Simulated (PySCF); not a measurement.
## Spin-rotation constants: `InChI=1S/C6H8O3/c1-5(7)9-4-6-2-3-8-6/h2-3,6H,4H2,1H3/t6-/m0/s1`

Geometry:
| atom | x (Å) | y (Å) | z (Å) |
| --- | --- | --- | --- |
| C1 | 3.124 | 0.296 | 0.384 |
| C2 | 1.796 | -0.161 | -0.154 |
| O3 | 1.566 | -1.244 | -0.623 |
| O4 | 0.876 | 0.808 | -0.039 |
| C5 | -0.442 | 0.500 | -0.470 |
| C6 | -1.187 | -0.389 | 0.512 |
| C7 | -2.643 | -0.643 | 0.222 |
| C8 | -2.917 | 0.011 | 1.351 |
| O9 | -1.622 | 0.305 | 1.711 |
| H10 | 3.231 | 1.368 | 0.257 |
| H11 | 3.927 | -0.238 | -0.117 |
| H12 | 3.162 | 0.065 | 1.447 |
| H13 | -0.401 | -0.018 | -1.436 |
| H14 | -0.951 | 1.460 | -0.569 |
| H15 | -0.590 | -1.265 | 0.773 |
| H16 | -3.174 | -1.142 | -0.557 |
| H17 | -3.761 | 0.300 | 1.947 |

Computed with GIAO LDA/cc-pVDZ magnetisability, rotational g tensor and spin-rotation constants, non-relativistic, gas phase (PySCF 2.14.0). Geometry: GFN2-xTB.

Problem. Give the nuclear spin-rotation constants along the inertial axes (H = +C I·J) beside the isotropic shieldings.

Solution. Rotational constants 4.5681, 0.8771, 0.8247 GHz. A star marks the isotopologue with that one atom substituted, in its own axes.
| atom | isotope | Caa (kHz) | Cbb (kHz) | Ccc (kHz) | mean (kHz) | σ (ppm) |
| --- | --- | --- | --- | --- | --- | --- |
| H10 | 1H | -0.494 | -0.047 | -0.024 | -0.189 | 29.3 |
| H11 | 1H | -0.016 | -0.069 | -0.095 | -0.060 | 29.6 |
| H12 | 1H | -0.487 | -0.061 | -0.012 | -0.187 | 29.1 |
| H13 | 1H | -0.403 | 0.040 | -0.074 | -0.145 | 26.0 |
| H14 | 1H | -0.341 | -0.069 | -0.001 | -0.137 | 27.3 |
| H15 | 1H | -0.206 | -0.086 | 0.020 | -0.091 | 25.3 |
| H16 | 1H | -0.344 | 0.055 | -0.095 | -0.128 | 25.7 |
| H17 | 1H | 0.311 | -0.056 | -0.092 | 0.054 | 24.3 |
| C1 | 13C* | 0.497 | 0.112 | 0.124 | 0.244 | 176.3 |
| C2 | 13C* | 2.022 | 0.260 | 0.254 | 0.846 | 30.6 |
| O3 | 17O* | -1.784 | -0.462 | -0.191 | -0.812 | -72.3 |
| O4 | 17O* | -0.974 | -0.252 | -0.116 | -0.447 | 135.1 |
| C5 | 13C* | 0.812 | 0.202 | 0.169 | 0.395 | 126.5 |
| C6 | 13C* | 1.236 | 0.164 | 0.207 | 0.536 | 106.0 |
| C7 | 13C* | 1.540 | 0.271 | 0.121 | 0.644 | 87.6 |
| C8 | 13C* | 2.043 | 0.293 | 0.179 | 0.839 | 41.3 |
| O9 | 17O* | -1.263 | -0.220 | -0.078 | -0.520 | 142.6 |

For the geometry as given, no vibrational averaging.
